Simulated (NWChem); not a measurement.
System: Si2NH5O2; SMILES O[Si@H]1N[SiH2]O1

Excerpt of the output:

```
             Northwest Computational Chemistry Package (NWChem) 7.3.0
             --------------------------------------------------------

 C1  symmetry detected

                             Geometry "geometry" -> ""
                             -------------------------

 Output coordinates in angstroms (scale by  1.889725989 to convert to a.u.)

  No.       Tag          Charge          X              Y              Z
 ---- ---------------- ---------- -------------- -------------- --------------
    1 O                    8.0000    -0.06151422    -2.14635513    -0.50801853
    2 Si                  14.0000     0.02531842    -0.83736872     0.42535347
    3 N                    7.0000     1.19877072     0.37946694    -0.00348298
    4 Si                  14.0000    -0.06235793     1.56914462    -0.17695950
    5 O                    8.0000    -1.12115739     0.32329992     0.09891867
    6 H                    1.0000    -0.22656533    -2.05184908    -1.44386252
    7 H                    1.0000    -0.02220716    -1.30676809     1.78662815
    8 H                    1.0000     2.19270976     0.44542090     0.11490696
    9 H                    1.0000    -0.20295751     2.05798318    -1.53773896
   10 H                    1.0000    -0.15244883     2.53852368     0.89973058

 Effective nuclear repulsion energy (a.u.)     320.8804398299

                                Z-matrix (autoz)
                                --------

 Units are Angstrom for bonds and degrees for angles

[...]

      ----------------------
      Optimization converged
      ----------------------

  Step       Energy      Delta E   Gmax     Grms     Xrms     Xmax
  ---- ---------------- -------- -------- -------- -------- --------
@   24    -786.54047836 -3.4D-07  0.00004  0.00001  0.00064  0.00150
                                     ok       ok       ok       ok

                                Z-matrix (autoz)
                                --------

 Units are Angstrom for bonds and degrees for angles

[...]

 Rotational Constants
 --------------------
 A=   0.250609 cm-1  (  0.360562 K)
 B=   0.082454 cm-1  (  0.118630 K)
 C=   0.072564 cm-1  (  0.104402 K)

 Temperature                      =   298.15K
 frequency scaling parameter      =   1.0000

 Zero-Point correction to Energy  =   39.138 kcal/mol  (  0.062371 au)
 Thermal correction to Energy     =   43.040 kcal/mol  (  0.068588 au)
 Thermal correction to Enthalpy   =   43.632 kcal/mol  (  0.069532 au)

 Total Entropy                    =   77.559 cal/mol-K
   - Translational                =   39.901 cal/mol-K (mol. weight = 106.9859)
   - Rotational                   =   26.467 cal/mol-K (symmetry #  =        1)
   - Vibrational                  =   11.191 cal/mol-K

 Cv (constant volume heat capacity) =   23.365 cal/mol-K
   - Translational                  =    2.979 cal/mol-K
   - Rotational                     =    2.979 cal/mol-K
   - Vibrational                    =   17.406 cal/mol-K

[normal modes left out]

 ----------------------------------------------------------------------------
 Normal Eigenvalue ||           Projected Infra Red Intensities
  Mode   [cm**-1]  || [atomic units] [(debye/angs)**2] [(KM/mol)] [arbitrary]
 ------ ---------- || -------------- ----------------- ---------- -----------
    1       -0.000 ||    0.000045           0.001         0.044       0.005
    2       -0.000 ||    0.000305           0.007         0.298       0.036
    3       -0.000 ||    0.000050           0.001         0.049       0.006
    4        0.000 ||    0.000407           0.009         0.397       0.048
    5        0.000 ||    0.003914           0.090         3.816       0.463
    6        0.000 ||    0.000652           0.015         0.636       0.077
    7      149.697 ||    0.000732           0.017         0.713       0.087
    8      198.241 ||    0.019980           0.461        19.478       2.364
    9      345.130 ||    0.113472           2.618       110.618      13.425
   10      364.963 ||    0.063389           1.462        61.795       7.500
   11      424.850 ||    0.072990           1.684        71.154       8.635
   12      532.755 ||    0.027157           0.627        26.474       3.213
   13      604.586 ||    0.004306           0.099         4.198       0.509
   14      674.396 ||    0.000764           0.018         0.745       0.090
   15      702.279 ||    0.094234           2.174        91.864      11.149
   16      718.901 ||    0.003343           0.077         3.259       0.395
   17      781.899 ||    0.025417           0.586        24.778       3.007
   18      802.762 ||    0.086291           1.991        84.121      10.209
   19      846.990 ||    0.138111           3.186       134.637      16.340
   20      880.858 ||    0.102547           2.366        99.967      12.132
   21      912.862 ||    0.143025           3.300       139.428      16.921
   22      964.952 ||    0.198176           4.572       193.191      23.446
   23      982.930 ||    0.374132           8.632       364.722      44.263
   24     1027.806 ||    0.044777           1.033        43.651       5.298
   25     1036.670 ||    0.394811           9.109       384.882      46.710
   26     2236.732 ||    0.185114           4.271       180.459      21.901
   27     2247.841 ||    0.150935           3.482       147.139      17.857
   28     2320.632 ||    0.127302           2.937       124.101      15.061
   29     3707.301 ||    0.057794           1.333        56.341       6.838
   30     3924.678 ||    0.101542           2.343        98.988      12.013
 ----------------------------------------------------------------------------
```

Level: PBE0/def2-SVP. 

Question: Reconstruct the input file.

Answer: Several could match; the one computed here: the input that was run:
```
start job
memory heap 200 mb stack 900 mb global 1100 mb
geometry units angstroms
  O     -2.154524     0.378828    -0.139826
  Si    -0.598062     0.696101     0.122724
  N      0.272184    -0.375308     1.188714
  Si     1.393727    -0.770702    -0.084737
  O      0.429783     0.153367    -1.067693
  H     -2.413797    -0.473961    -0.482617
  H     -0.505494     2.117349     0.339861
  H      0.305379    -0.471562     2.186669
  H      1.333043    -2.165489    -0.486407
  H      2.705322    -0.159947     0.032611
end
basis spherical
  * library def2-svp
end
dft
  xc pbe0
  iterations 150
end
driver
  maxiter 120
end
task dft optimize
task dft freq
```
